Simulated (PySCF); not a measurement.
**Electron correlation in F (fluorine, neutral)**

[He] 2s1 2p6, 2S determinant (an excited configuration). Computed with PySCF 2.14 in aug-cc-pCVTZ-DK (7s6p4d2f, 59 functions), with scalar relativity by spin-free X2C-1e. Frozen: nothing; 9 electrons correlated.

MP2 pair energies summed by pair of shells (mhartree):

```tsv
pair	energy	share (%)
2p-2p	-246.40	72.1
2s-2p	-37.37	10.9
1s-1s	-35.89	10.5
1s-2p	-19.40	5.7
1s-2s	-2.49	0.7
```

Total MP2 correlation energy: -341.54 mhartree.

Same-spin part -72.73 and opposite-spin part -268.81 mhartree; SCS-MP2 scales them by 1/3 and 6/5 to -346.82 mhartree.
